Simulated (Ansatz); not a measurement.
A run of Ansatz (development build ahead of 0.2.0) on doublet FePO at this shape:

| atom | x (Å) | y (Å) | z (Å) |
| --- | --- | --- | --- |
| Fe | 0.0000 | 0.0000 | 0.0000 |
| O | 0.0000 | 2.3875 | 1.6717 |
| P | 0.0000 | -2.8818 | 2.0179 |

Its results:

```json
{
 "Converged": "yes",
 "Total energy": "-1679.62330 hartree",
 "Spin squared of the determinant": "4.183",
 "Stability test": "minimum"
}
```

Problem. Which input gives this output? Name the method, the orbitals and the basis set, and write the input.

Solution. PBE (unrestricted) in pcseg-2.

```yaml
crystal:
  periodic: [false, false, false]
  atoms:
    - { symbol: Fe, position_ang: [0.0, 0.0, 0.0] }
    - { symbol: O, position_ang: [0.0, 2.3875, 1.6717] }
    - { symbol: P, position_ang: [0.0, -2.8818, 2.0179] }
basis:
  gaussian: { orbitals: pcseg-2 }
magnetization:
  spin_polarized: true
  initial_magnetization: 1
hamiltonian:
  xc: pbe
```

Caution: other spin multiplicities were not run; the unrestricted determinant is a mixture of spin states.
